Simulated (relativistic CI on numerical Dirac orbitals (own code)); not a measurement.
**What each ingredient does to the levels of Re¹⁵⁺**

Base calculation: Dirac-Coulomb-Breit CI, orbitals from a KLI potential per configuration, QED by a radiative potential, unscaled Slater integrals.

CI space (outside the closed core [Kr]): 4d¹⁰4f¹²5s², 4d¹⁰4f¹⁴, 4d¹⁰4f¹³5s, 4d¹⁰4f¹²5s5p, 4d¹⁰4f¹¹5s²5p, 4d¹⁰4f¹³5p, 4d¹⁰4f¹¹5s5p², 4d¹⁰4f¹²5s5d, 4d¹⁰4f¹³5d, 4d¹⁰4f¹¹5s²5d, 4d¹⁰4f¹²5s5f, 4d¹⁰4f¹²5p5d, 4d¹⁰4f¹³6s, 4d⁹4f¹³5s², 4d¹⁰4f¹²5s5g, 4d¹⁰4f¹³5f, 4d¹⁰4f¹⁰5s²5p6s, 4d¹⁰4f¹¹5s²6s, 4d¹⁰4f¹²5p6s, 4d¹⁰4f¹²5s6s, 4d¹⁰4f¹³5g, 4d¹⁰4f¹²5s6p, 4d¹⁰4f¹¹5s²6d, 4d¹⁰4f¹¹5s²7s, 4d¹⁰4f¹²5s7s, 4d¹⁰4f¹¹5s6s², 4d¹⁰4f¹²5s7p, 4d¹⁰4f¹²6s², 4d¹⁰4f¹¹5p6s², 4d¹⁰4f¹¹5d6s². Double excitations out of closed p, d and f shells are left out; levels of such configurations are missing from the list, as are those of other unlisted configurations, and high levels can miss mixing partners.

Variants: (1) only the first 3 configurations; (2) one mean potential for all configurations. Shifts of the energy above 4d¹⁰4f¹²5s² ³H6, in cm⁻¹, for the lowest level and the first level of each name with at least 55 % of one term (blank where a level changes its place among those of its configuration and J or its character, or is not in the variant):

| Level | Base | Δ(1) | Δ(2) |
| --- | --- | --- | --- |
| 4d¹⁰4f¹²5s² ³H6 | 0.0 | 0.0 | 0.0 |
| 4d¹⁰4f¹²5s² ³F4 | 9760.9 | +99.4 | -228.8 |
| 4d¹⁰4f¹²5s² ³H5 | 18537.4 | -21.9 | +613.0 |
| 4d¹⁰4f¹²5s² ³F2 | 29824.5 | +368.0 | -81.0 |
| 4d¹⁰4f¹²5s² ³F3 | 30198.6 | +205.8 | +423.3 |
| 4d¹⁰4f¹²5s² ¹I6 | 64990.2 | +711.9 | -203.7 |
| 4d¹⁰4f¹²5s² ³P0 | 68689.3 | +1170.5 | -662.6 |
| 4d¹⁰4f¹²5s² ³P1 | 72098.2 | +1136.6 | -242.6 |
| 4d¹⁰4f¹³5s ³F°4 | 81296.9 | +2225.6 | -16003.3 |
| 4d¹⁰4f¹³5s ³F°3 | 85819.9 | +2369.9 | -15992.4 |
| 4d¹⁰4f¹³5s ³F°2 | 101339.3 | +2229.0 | -15996.0 |
| 4d¹⁰4f¹³5s ¹F°3 | 106713.0 | +2521.2 | -15975.6 |
| 4d¹⁰4f¹²5s² ¹S0 | 140013.3 | +1489.1 | -1399.2 |
| 4d¹⁰4f¹¹5s²5p ⁵H7 | 198142.6 |  | +46215.2 |

At this charge transitions that keep the count of f electrons are usually good to a few per cent. Terms inside the open d or f shell come out 10 to 20 % too wide with unscaled integrals. Levels and lines within the n = 5 or 6 shells can be off by up to 10 % or somewhat more, and those that change n by about 2 %, since core polarisation is missing. Levels that differ in their count of f electrons can be misplaced by several ten thousand cm⁻¹, since the correlation energy of f electrons is missing or only estimated; rates across such gaps can be off by orders of magnitude.

Ionisation energy from one configuration of each of the two ions, the ground ones as tabulated or assumed: base 362.38 eV. The NIST ASD value (theoretical) is 377 ± 19 eV.

LS names give the leading component of a level, which can be under half, so a name can repeat, a term be missing and a line seem to break the LS rules.
